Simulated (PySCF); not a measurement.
**Fractional electron number in Rh⁺ (rhodium, charge +1)**

The 4d beta orbital of [Kr] 4d8 is emptied in steps (occupation f), with all orbitals relaxed, ending at [Kr] 4d7. All numbers are calculated (PySCF 2.14, scalar relativity through the core potential, in aug-cc-pVTZ-PP with ECP28MDF). The exact energy is a straight line in f; departures are measured from the line between the end points of the same method.

Task: Among PBE0, r2SCAN, LC-wPBE, which shows the largest delocalisation error (convex curve), and which is closest to linear?

Result: Most convex: r2SCAN (-1.293 eV at f = 0.5); closest to linear: LC-wPBE (-0.224 eV).

| f | PBE0 (eV) | r2SCAN (eV) | LC-wPBE (eV) |
| --- | --- | --- | --- |
| 1 | 0.000 | 0.000 | 0.000 |
| 0.75 | -0.705 | -0.967 | -0.164 |
| 0.5 | -0.948 | -1.293 | -0.224 |
| 0.25 | -0.715 | -0.971 | -0.172 |
| 0 | 0.000 | 0.000 | 0.000 |

```tsv
method	E(f=0) − E(f=1) (eV)	−ε at f=1 (eV)	−ε at f=0.5 (eV)
PBE0	18.299	14.570	18.272
r2SCAN	18.234	13.102	18.224
LC-wPBE	18.207	17.358	18.185
```

Reference removal energy between the ground levels: 18.08 eV (semi-empirical (NIST evaluation); NIST Atomic Spectra Database, ionization energies). The calculation has no spin-orbit coupling. The determinant left behind need not be the lowest term of the ion.
